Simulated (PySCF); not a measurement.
C2HBr2Cl, SMILES ClC=C(Br)Br. Atoms are numbered in the order given.

```xyz
6

Cl     1.3709     2.4373     0.0000
C      1.3843     0.7131     0.0000
C      0.2834    -0.0513     0.0000
Br    -1.4705     0.6346     0.0000
Br     0.4508    -1.9394     0.0000
H      2.3777     0.2619     0.0000
```
Charge 0, spin multiplicity 1.

Geometry: B3LYP-D3(BJ)/def2-SVP.

All values below come from PySCF with TDDFT-M06-2X/def2-SVPD.

Vertical excitations. The molecule is in vacuum. State labels are in the subgroup Cs.

Problem. Estimate the UV-visible absorptions. (Estimate from the structure and the level; the computed values follow.)

Solution. 
| state | symmetry | energy (eV) | λ (nm) | f | main pairs |
|---|---|---|---|---|---|
| S1 | A" | 4.95 | 250 | 0.000 | HOMO→LUMO 89 % |
| S2 | A" | 5.24 | 236 | 0.000 | HOMO→LUMO+2 80 % |
| S3 | A' | 5.89 | 210 | 0.044 | HOMO−1→LUMO 75 % |
| S4 | A' | 5.96 | 208 | 0.264 | HOMO→LUMO+1 88 % |
| S5 | A" | 6.34 | 196 | 0.000 | HOMO−2→LUMO 80 % |
| S6 | A' | 6.36 | 195 | 0.007 | HOMO−3→LUMO 45 %, HOMO−1→LUMO+2 43 % |
| S7 | A" | 6.43 | 193 | 0.000 | HOMO−1→LUMO+1 98 % |
| S8 | A" | 6.86 | 181 | 0.013 | HOMO→LUMO+3 77 % |
| S9 | A' | 7.08 | 175 | 0.042 | HOMO−2→LUMO+1 91 % |
| S10 | A" | 7.12 | 174 | 0.000 | HOMO−3→LUMO+1 77 % |
| T1 | A' | 4.00 | 310 | 0 | HOMO→LUMO+1 93 % |
| T2 | A" | 4.58 | 271 | 0 | HOMO→LUMO 85 % |
| T3 | A" | 4.91 | 252 | 0 | HOMO→LUMO+2 71 %, HOMO−2→LUMO 11 % |
| T4 | A' | 5.29 | 234 | 0 | HOMO−1→LUMO 80 % |
Triplets are in the Tamm–Dancoff approximation, which puts them higher than full response would, so one can lie above its singlet here.
